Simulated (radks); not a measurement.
The numbers below are computed, except where a source is named.
Valence configurations of B+ (all share [He]). Code: a radial shooting solver on a logarithmic mesh with Libxc functionals. Model: Dirac Kohn-Sham, BLYP, spin-unpolarised, spherical densities, finite nucleus; open shells fill j = l - 1/2 first; Fermi nuclear charge, rms radius 2.406 fm. Energies are relative to 2s2; eigenvalues in eV.

\begin{tabular}{lrrr}
valence & E (eV) & e(2p1/2) & e(2s1/2) \\ \hline
2s2 & 0.000 & - & -19.404 \\
2s1.5 2p0.5 & 3.025 & -13.389 & -19.438 \\
2s1 2p1 & 6.049 & -13.426 & -19.474 \\
2p2 & 12.099 & -13.502 & - \\
\end{tabular}

NIST lists [He] 2s2 as the ground configuration; this level of theory agrees among the configurations tried. The energies are those of spherical spin-averaged densities, not of single terms.
